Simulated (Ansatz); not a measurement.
The first iterations of a band of C$_{2}$H$_{10}$AlBGe (15 atoms, charge 0, multiplicity 1).

Computed with Ansatz, RKS LDA/def2-SVP.

* movable images: 5
* climbing image: yes
* spring: 5.0 eV/Å²
* optimiser: quadratic models (default)
* start path: IDPP
* force threshold: 0.05 eV/Å
* iteration limit: 60
* end points: relaxed

Initial state:

```xyz
15
Properties=species:S:1:pos:R:3
C -1.772 -0.991 1.822
B -0.462 -0.206 1.583
Al 0.603 0.044 -0.214
C 2.200 -0.960 -0.730
Ge -0.220 1.791 -1.752
H -1.938 -1.336 2.865
H -2.057 -1.781 1.097
H -2.518 -0.158 1.683
H -0.067 0.464 2.540
H 1.960 -2.042 -0.833
H 2.976 -0.891 0.065
H 2.649 -0.614 -1.685
H 0.772 2.209 -2.869
H -1.500 1.317 -2.496
H -0.648 3.104 -1.046
```

Final state:

```xyz
15
Properties=species:S:1:pos:R:3
C -1.569 -0.558 2.201
B -0.939 -1.083 0.891
Al 0.497 -0.153 -0.335
C 2.403 -0.580 -0.426
Ge -0.308 1.568 -1.911
H -1.032 0.228 2.769
H -1.968 -1.336 2.886
H -2.487 -0.062 1.778
H -1.435 -2.119 0.443
H 2.585 -1.182 -1.346
H 2.778 -1.168 0.438
H 3.022 0.338 -0.530
H 0.680 1.940 -3.049
H -1.648 1.214 -2.609
H -0.599 2.902 -1.169
```

| iteration | highest image above the first end (eV) | largest band force component (eV/Å) |
| --- | --- | --- |
| 1 | 0.663 | 2.097 |
| 2 | 0.229 | 0.591 |
| 3 | 0.180 | 0.403 |
| 4 | 0.165 | 0.300 |

Q: Does the band converge within its limit, and where does its top end?

A: It converged. It ended after 12 iterations with the highest image 0.149 eV above the first end. A vibrational analysis at the climbing image gives 2 clearly imaginary modes (153i, 76i cm⁻¹): a point of higher order, so a lower path passes nearby.

The run took 84 s on 2 threads of Intel(R) Xeon(R) Platinum 8488C (Sapphire Rapids), on a shared host, peak memory 0.22 GiB.
